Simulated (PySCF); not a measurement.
## Correlation energy of Cl (chlorine, neutral)

[Ne] 3s2 3p5, 2P determinant. Computed with PySCF 2.14 in x2c-TZVPPall (5s5p3d1f, 42 functions), with scalar relativity by spin-free X2C-1e. Frozen: 1s2; 15 electrons correlated.

```json
{"level": "CCSD", "correlation energy (mhartree)": "-342.81"}
{"level": "(T)", "correlation energy (mhartree)": "-7.10"}
{"level": "CCSD(T)", "correlation energy (mhartree)": "-349.91"}
```

Diagnostics: T1 = 0.0054, D1 = 0.0251, largest double amplitude 0.052.

Task: Is a single reference adequate?

Result: Yes: T1 lies below 0.03 and no double amplitude reaches 0.07.

This basis was not built for core-valence correlation, so the inner-shell part is incomplete.
